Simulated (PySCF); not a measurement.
C2H10FNSi2.

```xyz
16

N     -3.5181    -0.4014    -0.3942
C     -2.4463    -0.3249     0.5970
Si    -0.7973     0.0535    -0.2614
C      0.6305    -0.0137     0.9862
Si     2.3294    -0.0801     0.2173
F      2.3547     0.9289    -1.0691
H     -3.3880    -1.2111    -1.0006
H     -4.4281    -0.5198     0.0515
H     -2.3296    -1.2201     1.2495
H     -2.6496     0.5181     1.2818
H     -0.5692    -0.9796    -1.3191
H     -0.8463     1.3933    -0.9059
H      0.5572     0.8626     1.6535
H      0.5082    -0.9117     1.6190
H      3.3969     0.3706     1.1523
H      2.6282    -1.4495    -0.2826
```

Coordinates come from a B3LYP-D3(BJ)/def2-SVP optimisation. The structure was generated by enumeration, and PubChem lists no compound with its InChIKey, so it may never have been made. One conformer was computed; it need not be the lowest.

All values below come from PBE/pcSseg-1 in PySCF. Non-relativistic, no solvent.

Computed absolute GIAO shielding of each atom: isotropic value and principal components (ppm):
```json
[
 {"atom": "N1", "σ(iso)": "235.5", "σ11": "194.0", "σ22": "244.6", "σ33": "268.0", "span": "74.0"},
 {"atom": "C2", "σ(iso)": "144.6", "σ11": "115.7", "σ22": "136.2", "σ33": "182.0", "span": "66.3"},
 {"atom": "Si3", "σ(iso)": "376.8", "σ11": "351.1", "σ22": "363.1", "σ33": "416.2", "span": "65.2"},
 {"atom": "C4", "σ(iso)": "183.3", "σ11": "165.2", "σ22": "187.6", "σ33": "197.2", "span": "32.0"},
 {"atom": "Si5", "σ(iso)": "323.8", "σ11": "259.3", "σ22": "316.9", "σ33": "395.3", "span": "135.9"},
 {"atom": "F6", "σ(iso)": "378.4", "σ11": "350.2", "σ22": "371.6", "σ33": "413.3", "span": "63.2"},
 {"atom": "H7", "σ(iso)": "31.1", "σ11": "24.0", "σ22": "30.4", "σ33": "39.0", "span": "15.0"},
 {"atom": "H8", "σ(iso)": "30.7", "σ11": "22.5", "σ22": "28.3", "σ33": "41.2", "span": "18.7"},
 {"atom": "H9", "σ(iso)": "28.5", "σ11": "22.7", "σ22": "28.8", "σ33": "33.9", "span": "11.2"},
 {"atom": "H10", "σ(iso)": "28.6", "σ11": "24.8", "σ22": "28.9", "σ33": "32.0", "span": "7.2"},
 {"atom": "H11", "σ(iso)": "27.1", "σ11": "23.4", "σ22": "27.1", "σ33": "30.8", "span": "7.4"},
 {"atom": "H12", "σ(iso)": "26.9", "σ11": "23.3", "σ22": "26.2", "σ33": "31.2", "span": "7.9"},
 {"atom": "H13", "σ(iso)": "30.6", "σ11": "26.1", "σ22": "29.0", "σ33": "36.8", "span": "10.6"},
 {"atom": "H14", "σ(iso)": "31.7", "σ11": "26.8", "σ22": "29.9", "σ33": "38.2", "span": "11.4"},
 {"atom": "H15", "σ(iso)": "25.6", "σ11": "22.1", "σ22": "24.0", "σ33": "30.8", "span": "8.7"},
 {"atom": "H16", "σ(iso)": "25.9", "σ11": "22.8", "σ22": "24.4", "σ33": "30.6", "span": "7.8"}
]
```
